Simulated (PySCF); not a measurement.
Isomers of C8H8. Computed with TDDFT PBE0/def2-SVPD, vertical, gas phase, core orbitals frozen in the response (PySCF). Geometries: GFN2-xTB; one conformer of each isolated species. Triplets are in the Tamm–Dancoff approximation.

A. `C(C=C=CC#C)C=C`
B. `C#CC#CCCC=C`
C. `C#CCCC=C=C=C`

Lowest singlet levels (six at most, fewer where fewer were computed) with oscillator strengths:

1. 4.77 eV (f 0.000); 4.97 eV (f 0.002); 4.98 eV (f 0.000); 6.50 eV (f 0.157); 6.55 eV (f 0.001); 6.57 eV (f 0.077); T1 3.81 eV
2. 4.16 eV (f 0.000); 5.24 eV (f 0.553); 5.66 eV (f 0.000); 5.78 eV (f 0.030); 5.78 eV (f 0.001); 6.46 eV (f 0.003); T1 2.70 eV
3. 5.24 eV (f 0.020); 5.41 eV (f 0.001); 5.64 eV (f 0.157); 5.64 eV (f 0.294); 6.28 eV (f 0.009); 6.39 eV (f 0.005); T1 3.62 eV

Question: Which spectrum belongs to which structure?

Answer: 1 = B, 2 = C, 3 = A.
- A: S1 at 5.24 eV, HOMO-1→LUMO (40%), HOMO→LUMO+1 (29%), HOMO-2→LUMO (13%); Löwdin shares by element: HOMO carbon 83% or more (atoms not listed hold the other 17%); LUMO carbon 72% or more (atoms not listed hold the other 28%); HOMO -6.98 and LUMO -0.76 eV.
- B: S1 at 4.77 eV, HOMO-1→LUMO (55%), HOMO→LUMO+1 (40%); Löwdin shares by element: HOMO carbon 81% or more (atoms not listed hold the other 19%); LUMO carbon 77% or more (atoms not listed hold the other 23%); HOMO -7.15 and LUMO -0.52 eV.
- C: S1 at 4.16 eV, HOMO-1→LUMO (95%); Löwdin shares by element: HOMO carbon 82% or more (atoms not listed hold the other 18%); LUMO carbon 81% or more (atoms not listed hold the other 19%); HOMO -6.81 and LUMO -1.45 eV.
